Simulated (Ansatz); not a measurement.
One change: `F[SiH]1N=C1S` becomes `F[SiH]1C=N1`.

Ansatz, PBE0-D4/def2-TZVP geometries, multiplicity 1. Each molecule was computed in one conformer, which needn't be the lowest.

| property | `F[SiH]1N=C1S` |
| --- | --- |
| ideal-gas entropy at 298 K and 1 bar (rigid rotor, harmonic PBE0-D4/def2-TZVP) / J/(mol·K) | 320 |
| HOMO energy (B3LYP/def2-TZVPP) / eV | -6.91 |
| HOMO–LUMO gap (PBE/def2-TZVPP) / eV | 3.84 |
| size of the dipole moment (ωB97M-V/def2-TZVPP) / D | 1.39 |
| LUMO energy (ωB97M-V/def2-TZVPP) / eV | 1.24 |
| size of the dipole moment (B3LYP/def2-TZVPP) / D | 1.39 |

Q: Give the same properties after the change, and the shifts. (An estimate is asked.)

A: Computed: 
| property | `F[SiH]1C=N1` | shift |
| --- | --- | --- |
| ideal-gas entropy at 298 K and 1 bar (rigid rotor, harmonic PBE0-D4/def2-TZVP) / J/(mol·K) | 282 | -38 |
| HOMO energy (B3LYP/def2-TZVPP) / eV | -6.77 | 0.14 |
| HOMO–LUMO gap (PBE/def2-TZVPP) / eV | 3.36 | -0.48 |
| size of the dipole moment (ωB97M-V/def2-TZVPP) / D | 2.01 | 0.62 |
| LUMO energy (ωB97M-V/def2-TZVPP) / eV | 1.18 | -0.06 |
| size of the dipole moment (B3LYP/def2-TZVPP) / D | 1.98 | 0.59 |

With PBE0 the HOMO rises by 0.16 eV and the LUMO falls by 0.17 eV, so the gap narrows by about 0.33 eV. PBE moves the HOMO by 0.16 eV and ωB97M-V by 0.14 eV. The zero-point energy changes by -0.7 kJ/mol with -3 modes. Dipoles are sizes alone; their direction can turn.

B3LYP here is the variant with VWN-RPA as its local correlation; programs differ in this.
